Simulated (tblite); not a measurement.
C7H16NP.
Geometry (GFN2-xTB, Å), atoms numbered from 1 in this order:
```xyz
25
C7H16NP angstrom
C      2.926   -0.927    1.508
C      1.980   -0.823    0.590
P      1.097    0.744    0.258
C      1.808    0.982   -1.442
N     -0.395   -0.010   -0.230
C     -1.065   -0.744    0.839
C     -1.642   -2.055    0.310
C     -1.293    0.828   -1.009
C     -1.713    2.132   -0.330
H      3.209   -0.086    2.120
H      3.464   -1.846    1.684
H      1.686   -1.668   -0.023
H      1.549    0.137   -2.078
H      1.444    1.909   -1.882
H      2.890    1.052   -1.341
H     -1.865   -0.155    1.303
H     -0.328   -0.970    1.616
H     -2.386   -1.872   -0.461
H     -0.851   -2.665   -0.118
H     -2.113   -2.607    1.120
H     -0.794    1.067   -1.952
H     -2.181    0.236   -1.246
H     -2.374    2.699   -0.981
H     -0.830    2.732   -0.112
H     -2.233    1.936    0.605
```

Computed values, GFN2-xTB/tblite, gas phase, harmonic and unscaled. The method is semi-empirical: single wavenumbers can be off by several per cent or more. One conformer, not necessarily the lowest.

Harmonic wavenumbers (cm⁻¹): 45.5, 61.1, 74.7, 85.9, 155.8, 179.8, 186.1, 216.5, 225.5, 240.4, 260.0, 312.7, 325.1, 339.4, 407.2, 507.3, 539.5, 675.9, 698.7, 717.2, 811.0, 817.3, 856.7, 865.6, 901.1, 927.6, 963.7, 994.3, 1007.7, 1052.6, 1077.0, 1081.0, 1097.2, 1177.9, 1192.8, 1213.4, 1261.8, 1294.9, 1300.2, 1330.3, 1342.6, 1399.5, 1400.7, 1406.2, 1442.2, 1456.2, 1472.4, 1485.5, 1491.0, 1492.7, 1495.6, 1500.3, 1667.0, 2898.7, 2944.4, 2947.9, 2966.4, 2990.0, 3002.6, 3006.7, 3012.9, 3013.6, 3029.2, 3033.6, 3035.8, 3039.6, 3047.0, 3077.2, 3102.8.

A = 1635, B = 1083, C = 771.1 MHz; mass 145.102 u (most abundant isotopes); point group C1, symmetry number 1.

Task: Zero-point energy?

Result: Half the sum of the wavenumbers: 47339 cm⁻¹ = 135.35 kcal/mol.

Task: Give the ideal-gas entropy at 500 K and 1 bar in the rigid-rotor, harmonic-oscillator model (classical rotation).

Result: Translation 43.42, rotation 31.39, vibration 67.02: S = 141.8 cal/(mol K).

Task: And Cp and H(500 K) − H(0)?

Result: Cp = 71.16 cal/(mol K), of which vibrations give 63.21 (their classical limit is 69 R = 137.1); H(500 K) − H(0) = 20.77 kcal/mol without the zero-point energy, 16.80 from vibrations.

Task: How do the functions run with temperature in this model?

Result: 
```csv
T (K),S (cal/(mol K)),Cp (cal/(mol K)),H − H(0) (kcal/mol),G − H(0) (kcal/mol),ln q(vib)
50,61.0,15.3,0.55,-2.50,0.74
100,74.3,23.8,1.53,-5.90,2.47
298.15,111.4,47.9,8.67,-24.53,9.82
373.15,123.1,57.1,12.61,-33.32,12.47
750,174.8,91.7,41.31,-89.83,25.01
1000,203.3,105.7,66.08,-137.18,32.61
```

q(vib) and H(0) count from the zero-point level.

Task: Which modes carry the vibrational entropy at 500 K?

Result: 45.5 cm⁻¹: 6.03; 61.1 cm⁻¹: 5.44; 74.7 cm⁻¹: 5.05; 85.9 cm⁻¹: 4.77; 155.8 cm⁻¹: 3.60; 179.8 cm⁻¹: 3.32 cal/(mol K); the other 63 give 38.81 together.

Task: What must be added to the electronic energy to get the Gibbs energy at 500 K and 1 bar?

Result: ZPE + [H(500 K) − H(0)] − T·S = 135.35 + 20.77 − 70.91 = 85.21 kcal/mol.

Task: Blend soft modes into free rotors: weight 1/[1 + (100 cm⁻¹/ν̃)⁴] for the oscillator and the rest for a rotor with moment μB/(μ + B), μ = h/(8π²ν), B = 10⁻⁴⁴ kg m². What vibrational entropy results?

Result: 61.74 cal/(mol K) in place of 67.02, which changes −T·S at 500 K by +2.64 kcal/mol.

Hindered rotation and anharmonicity are outside this model. Other conformers, if any are populated, would add a mixing term that is left out. The structure is chiral; the term R ln 2 for an equal mix with its mirror image is left out.
